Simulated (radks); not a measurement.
The numbers below are computed, except where a source is named.
Coherent X-ray form factor from a spherical all-electron density. Level of theory: scalar-relativistic Kohn-Sham, PBE, spin-polarised, spherical densities, finite nucleus; Fermi nuclear charge, rms radius of each element as measured or else 0.836 A^(1/3) + 0.57 fm (a radial shooting solver on a logarithmic mesh with Libxc functionals).

| sin(theta)/lambda (1/angstrom) | f0 (electrons) |
|---|---|
| 0.05 | 15.938 |
| 0.1 | 15.754 |
| 0.15 | 15.456 |
| 0.2 | 15.056 |
| 0.25 | 14.570 |
| 0.3 | 14.017 |
| 0.4 | 12.785 |
| 0.5 | 11.508 |
| 0.6 | 10.306 |
| 0.8 | 8.370 |
| 1 | 7.081 |
| 1.25 | 6.026 |
| 1.5 | 5.194 |
| 2 | 3.702 |

The species is in the configuration that NIST lists as its ground one. Which atom or ion scatters so?

Answer. The nickel ion Ni12+, [Ne] 3s2 3p4. Extrapolating in s^2 from the first two rows gives f0(0) = 16.0, near the electron count 16; among species with that count, the fall with angle is slower the higher Z, and the table is that of Z = 28; from so few rows the species is fixed only to a neighbour or two.
